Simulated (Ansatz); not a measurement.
Consider the cleavage of the Si–Ge bond: `O[SiH2][GeH3]` + `N[SiH](O)O` → `O[SiH2]N[SiH](O)O` + GeH₄.

Program: Ansatz. Geometries: PBE0-D4/def2-TZVP. ΔE: electronic, gas phase. CCSD(T)/CBS adds triple-zeta CCSD(T) − MP2 to the extrapolated MP2 energy (def2 sets, frozen cores). This one scheme is used for every species. Functionals use def2-TZVPP. B3LYP here is the variant with VWN-RPA as its local correlation; programs differ in this. For Ge outer-core shells are correlated without core-valence functions, which leaves a few kJ/mol of doubt a bond. Scalar relativity is left out up to krypton. One conformer a species, not always the lowest.

`O[SiH2][GeH3]`:

Cartesian coordinates in Å:
```
O -1.130 -1.250 0.984
Si -0.450 -0.702 -0.419
Ge 0.868 1.188 0.155
H -1.702 -2.018 0.931
H 0.396 -1.752 -1.056
H -1.495 -0.324 -1.415
H 1.535 1.754 -1.111
H 1.974 0.809 1.152
H 0.004 2.296 0.780
```

`N[SiH](O)O`:

```xyz
9

N     1.105   -0.164    0.578
Si   -0.425    0.381    0.029
O    -1.512   -0.792    0.389
O    -0.263    0.751   -1.559
H     1.934    0.356    0.339
H     1.190   -0.566    1.499
H    -0.991    1.601    0.634
H    -1.259   -1.696    0.195
H     0.221    0.129   -2.105
```

`O[SiH2]N[SiH](O)O`:

Cartesian coordinates in Å:
```
O 0.291 -1.771 1.302
Si -1.114 -1.051 0.794
N -0.832 0.018 -0.521
Si 0.379 1.235 -0.533
O 1.251 1.074 0.839
O 1.210 1.001 -1.931
H 0.680 -2.418 0.710
H -2.101 -2.061 0.330
H -1.576 -0.343 2.006
H -1.271 -0.207 -1.401
H -0.119 2.627 -0.507
H 1.433 0.177 1.142
H 1.770 1.719 -2.229
```

GeH₄:

Z-matrix (Å, degrees):
```
Ge
H 1 1.534
H 1 1.534 2 109.5
H 1 1.534 2 109.5 3 -120.0
H 1 1.534 2 109.5 3 120.0
```

Is it downhill or uphill in electronic energy at CCSD(T)/CBS, and by how much? (Best estimate.)

The calculation gave: Downhill: ΔE = -73.7 kJ/mol.

What do these levels give: r2SCAN-D4, B3LYP-D4, B2PLYP, r2SCAN, B3LYP, MP2/def2-TZVPP, HF/def2-QZVPP, MP2/def2-QZVPP, SCS-MP2/def2-QZVPP, HF/CBS(def2), MP2/CBS(def2), CCSD/CBS(def2)? (Estimate.)

The calculation gave: r2SCAN-D4 -73.5, B3LYP-D4 -74.7, B2PLYP -73.8, r2SCAN -72.0, B3LYP -66.9, MP2/def2-TZVPP -80.7, HF/def2-QZVPP -81.0, MP2/def2-QZVPP -79.3, SCS-MP2/def2-QZVPP -79.5, HF/CBS(def2) -81.1, MP2/CBS(def2) -77.7, CCSD/CBS(def2) -72.9 kJ/mol.

Largest T1 diagnostic among the species: 0.012.

From PBE to PBE0 (25 % exact exchange), in def2-TZVPP and without D4, ΔE moves by −5.1 kJ/mol. The D4 term adds −7.7 kJ/mol with B3LYP and −4.4 kJ/mol with PBE0; it sums over pairs of atoms, weighted by their polarisabilities, and B3LYP, whose exchange is more repulsive, gets the larger term.
